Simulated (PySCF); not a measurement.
Match the calculated data to a structure.

All candidates are C2H8O3Si2.

| technique | computed result |
| --- | --- |
| NMR, other nuclei | isotropic shieldings of nuclei other than C and H, by class: 283 (1 O), 290 (1 O), 345 (1 O), 377 (1 Si), 386 (1 Si) ppm [GIAO PBE0/pcSseg-1] |
| UV, strongest line | among the 8 lowest singlet transitions: S5 at 6.67 eV (186 nm, f = 0.040) [TDDFT B3LYP/def2-SVPD] |
| 13C NMR | chemical shifts (computed TMS as zero) by class: 66.9 (1 C), 63.3 (1 C) ppm [GIAO PBE0/pcSseg-1] |
| Rotational structure | rotational constants A, B, C: 2.790, 1.618, 1.157 GHz [GFN2-xTB] |
| UV, first state | lowest singlet excitation: 5.36 eV (232 nm, f = 0.004) [TDDFT B3LYP/def2-SVPD] |
| Polarisability | 81.0 au [B3LYP/def2-SVPD] |
| Dipole | 1.13 D [B3LYP/def2-SVPD] |

Gas-phase values; electronic properties from PySCF, density fitting. Levels stand in brackets. Geometry: GFN2-xTB, one conformer, isolated molecule. NMR values are class means; diastereotopic atoms form classes of their own.

Question: Which candidate is it?
A. `O=C[SiH2]OCO[SiH3]`
B. `O[Si@@H]1COC[SiH2]O1`
C. `O=COC[SiH2][SiH2]O`

Answer: B. It is `O[Si@@H]1COC[SiH2]O1`. Numbering: `[OH:1][Si@@H:2]1[CH2:3][O:4][CH2:5][SiH2:6][O:7]1`. Its formula, C2H8O3Si2, gives 1 degree of unsaturation: 1 ring and 0 π bonds in the structure found. 2 carbons fall into 2 classes; from least to most shielded: ring sp3 carbon bound to oxygen [C3] (66.9 ppm), ring sp3 carbon bound to oxygen [C5] (63.3 ppm). The other shieldings belong to: 283 ppm, silanol oxygen [O1]; 290 ppm, siloxane oxygen [O7]; 345 ppm, cyclic ether oxygen [O4]; 377 ppm, oxygen-bound silicon [Si6]; 386 ppm, oxygen-bound silicon [Si2]. The optimised geometry has point group C1 and is an asymmetric top.

The others, at the same levels:
- `O=C[SiH2]OCO[SiH3]` fails: its computed 13C shifts are 249.9 (1 C), 89.9 (1 C) ppm, lowest singlet excitation is 3.21 eV (387 nm, f = 0.001) (against 5.36 eV) and static isotropic polarisability is 86.1 au (against 81.0 au).
- `O=COC[SiH2][SiH2]O` fails: its computed 13C shifts are 169.8 (1 C), 55.1 (1 C) ppm, lowest singlet excitation is 5.69 eV (218 nm, f = 0.007) (against 5.36 eV) and strongest line among the 8 lowest singlet transitions is S2 at 6.16 eV (201 nm, f = 0.022) (against S5 at 6.67 eV).

Each candidate is one conformer, not necessarily the lowest. Dipoles, sizes and rotational constants follow the conformer. The torsions of the flexible species, by atom-mapped SMILES:
- `[O:1]=[CH:2][SiH2:3][O:4][CH2:5][O:6][SiH3:7]`: O1–C2–Si3–O4 -174°, C2–Si3–O4–C5 -179°, Si3–O4–C5–O6 57°, O4–C5–O6–Si7 65°

The conformers of `O[Si@@H]1COC[SiH2]O1` and `O=COC[SiH2][SiH2]O` aren't listed.
